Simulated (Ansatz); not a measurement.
Au(CO)H (CHAuO). Total charge 0; singlet. Geometry PBE0-D4/def2-TZVP.

```xyz
4

Au    0.045    0.038   -0.860
C    -0.058   -0.048    1.100
O    -0.117   -0.098    2.223
H     0.130    0.108   -2.463
```

In the def2 sets Au takes a core potential; there is no spin–orbit coupling.

Problem. Estimate the orbital energies around the gap (eV) in Ansatz with PBE-D4/def2-TZVP, r2SCAN-D4/def2-TZVP, r2SCAN-D4/def2-TZVPD, PBE0-D4/def2-SVP, r2SCAN0-D4/def2-TZVP.

Solution. 
```
orbital  PBE-D4/def2-TZVP  r2SCAN-D4/def2-TZVP  r2SCAN-D4/def2-TZVPD  PBE0-D4/def2-SVP  r2SCAN0-D4/def2-TZVP
 HOMO−5             -8.68                -8.95                 -8.95            -10.11                -10.33
 HOMO−4             -8.68                -8.95                 -8.95            -10.11                -10.33
 HOMO−3             -8.48                -8.81                 -8.81             -9.77                -10.06
 HOMO−2             -7.85                -8.17                 -8.17             -9.42                 -9.68
 HOMO−1             -7.85                -8.17                 -8.17             -9.42                 -9.68
   HOMO             -6.79                -7.03                 -7.04             -7.73                 -7.99
   LUMO             -3.04                -2.85                 -2.91             -2.07                 -1.98
 LUMO+1             -3.04                -2.85                 -2.91             -2.07                 -1.98
 LUMO+2              0.04                 0.56                  0.46              1.01                  1.12
 LUMO+3              0.04                 0.56                  0.46              1.01                  1.12
 LUMO+4              0.69                 1.11                  0.66              1.73                  1.72
 LUMO+5              1.06                 1.83                  1.09              2.66                  2.34
```
